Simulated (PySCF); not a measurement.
An EPR job on `S1[C](F)[CH-]C(=C1O)O` [radical].

Computed with UKS B3LYP, pcH-1 on C F H O S, non-relativistic, mean-field spin-orbit, GIAO (PySCF 2.14.0). Geometry: GFN2-xTB. The input is one job of a driver script: a line of settings, then coordinates in Å.

Command:
```bash
OMP_NUM_THREADS=1 python probes_run.py task.json out
```

Input:
```
{"job": {"kind": "epr", "basis": "pcH-1"}, "charge": -1, "multiplicity": 2}
O     -1.050071     1.817470    -0.313571
C     -0.215564     0.699134    -0.304411
C     -0.725152    -0.582426    -0.207832
O     -2.075900    -0.898956    -0.447311
S      0.526840    -1.827392    -0.384756
C      1.756428    -0.497532    -0.551902
F      3.011053    -0.777190     0.005606
C      1.166995     0.752227    -0.259603
H     -1.941890     1.459149    -0.382301
H     -2.191374    -1.794023    -0.114008
H      1.744058     1.652208    -0.141222
```

Output:
```
UKS, coarse grid
  cycle   1  E = -802.47403916  |g| = 6.99e-01
  cycle   2  E = -802.26555880  |g| = 1.04e+00
  cycle   3  E = -802.63466552  |g| = 1.46e-01
  cycle   4  E = -802.64291205  |g| = 8.54e-02
  cycle   5  E = -802.64626634  |g| = 2.89e-02
  cycle   6  E = -802.64670307  |g| = 6.84e-03
  cycle   7  E = -802.64674290  |g| = 4.08e-03
  cycle   8  E = -802.64675685  |g| = 1.44e-03
  cycle   9  E = -802.64676398  |g| = 7.81e-04
UKS, final grid
  cycle   1  E = -802.64680835  |g| = 1.09e-03
  cycle   2  E = -802.64680805  |g| = 1.84e-03
  cycle   3  E = -802.64680972  |g| = 2.81e-04
  cycle   4  E = -802.64680992  |g| = 2.25e-04
  cycle   5  E = -802.64681031  |g| = 1.26e-04
  cycle   6  E = -802.64681033  |g| = 2.42e-05
  cycle   7  E = -802.64681033  |g| = 8.70e-06
E = -802.64681033 Eh   <S^2> = 0.7621 (exact 0.7500)
g shifts (ppm)      1          2          3
  rmc          -214       -214       -214
  gc              0         47         -6
  oz_so        -823       1270       6061
  total       -1036       1104       5842
hyperfine (MHz)  atom isotope    a_iso     a_fc   dipolar eigenvalues
    0   17O      -0.13      -0.11     -2.23     -1.44      3.67
    1   13C     -13.62     -13.62    -11.82      5.54      6.28
    2   13C      48.27      47.94    -24.64    -23.21     47.85
    3   17O     -22.98     -23.02    -12.10      5.01      7.09
    4   33S      35.49      35.95    -19.71    -17.36     37.07
    5   13C     381.58     381.36    -39.14    -36.37     75.50
    6   19F     395.15     393.93   -129.17   -109.78    238.95
    7   13C      24.52      24.59    -19.70    -17.68     37.38
    8    1H      -0.39      -0.40     -1.61     -1.27      2.88
    9    1H      13.49      13.43     -3.72     -0.78      4.50
   10    1H     -14.52     -14.52     -9.94     -1.77     11.71
```

rmc, gc and oz_so are the mass-correction, gauge-correction and orbital-Zeeman/spin–orbit parts of the g shift along its three principal axes; a_iso is the isotropic hyperfine coupling and a_fc its Fermi-contact part. Atoms in this output count from 0.

Get g_iso from the total shifts.

Their mean is 1970 ppm; added to g_e = 2.002319 it gives 2.00429.

How far is ⟨S²⟩ from the pure-spin value?

S = 0.5 gives S(S+1) = 0.75; the run has 0.7621, 0.0121 more.

In short: ⟨S²⟩ 0.762; g_iso 2.0043.

Whether the extra electron is bound in the gas phase wasn't checked; a finite basis holds it in any case.

Hardware: one thread of an Arm Neoverse V2, on a shared host. Cost: 75 s wall (grids of density and orbitals included), 0.92 GiB resident at most.

One conformer stands for the species.
Labels such as C1 count atoms from 1, the log's own numbers from 0.
